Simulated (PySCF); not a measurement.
# Mayer bond orders and bond lengths

Species: C₅H₇OPS.
Atom-mapped SMILES: `[CH3:1][O:2][c:3]1[p:4][cH:5][c:6]([CH3:7])[s:8]1` (hydrogens: H9, H10, H11 on C1; H12 on C5; H13, H14, H15 on C7)

Cartesian coordinates in Å at the GFN2-xTB level; atoms count from 1:
```
atom  x, y, z in Å
C1     3.0454    0.4134   -0.1707
O2     2.3855   -0.7974    0.1032
C3     1.0413   -0.7822    0.1566
P4     0.1655   -2.2240    0.4876
C5    -1.3852   -1.3788    0.3800
C6    -1.4098   -0.0565    0.1109
C7    -2.6151    0.8118   -0.0154
S8     0.1492    0.6853   -0.1059
H9     2.8248    1.1632    0.5969
H10    2.7483    0.8100   -1.1478
H11    4.1097    0.1874   -0.1715
H12   -2.3018   -1.9272    0.5307
H13   -2.5880    1.6157    0.7201
H14   -2.6597    1.2653   -1.0054
H15   -3.5146    0.2219    0.1417
```

Bond orders from the PBE0/pcSseg-1 density (PySCF). Isolated species at its GFN2-xTB geometry (one conformer only).

Q: Where do the orders between heavy atoms depart from those drawn in the SMILES?

A: The largest departure is 0.401, at S8–C3 (drawn aromatic, 1.099), counting aromatic bonds as 1.5. The bonds drawn aromatic range from 1.10 to 1.66.

Q: Set the Mayer orders of the bonds beside their lengths.

A: 
| bond | drawn as | length (Å) | Mayer order |
| --- | --- | --- | --- |
| C1–O2 | single | 1.406 | 0.897 |
| O2–C3 | single | 1.345 | 1.014 |
| C3–P4 | aromatic | 1.719 | 1.398 |
| P4–C5 | aromatic | 1.769 | 1.110 |
| C5–C6 | aromatic | 1.350 | 1.655 |
| C6–C7 | single | 1.491 | 1.037 |
| C6–S8 | aromatic | 1.740 | 1.109 |
| S8–C3 | aromatic | 1.737 | 1.099 |
| C1–H9 | single | 1.095 | 0.950 |
| C1–H10 | single | 1.095 | 0.949 |
| C1–H11 | single | 1.088 | 0.968 |
| C5–H12 | single | 1.079 | 0.945 |
| C7–H13 | single | 1.090 | 0.948 |
| C7–H14 | single | 1.090 | 0.948 |
| C7–H15 | single | 1.087 | 0.954 |

Bonds between the same two heavy elements. C–O: lowest C1–O2 (0.897, 1.406 Å), highest O2–C3 (1.014, 1.345 Å). C–P: lowest P4–C5 (1.110, 1.769 Å), highest C3–P4 (1.398, 1.719 Å). C–C: lowest C6–C7 (1.037, 1.491 Å), highest C5–C6 (1.655, 1.350 Å). C–S: all 2 within 0.02 of one another (1.099 to 1.109).

Q: Sum the orders of all bonds at each heavy atom with more than one neighbour and set the sums beside the valence in the SMILES.

A: C1 3.764 (drawn 4), O2 1.911 (drawn 2), C3 3.511 (drawn 4), P4 2.508 (drawn 3), C5 3.710 (drawn 4), C6 3.801 (drawn 4), C7 3.887 (drawn 4), S8 2.208 (drawn 2). Orders between atoms that aren't bonded are not in these sums.

Mayer orders depend on the basis set.
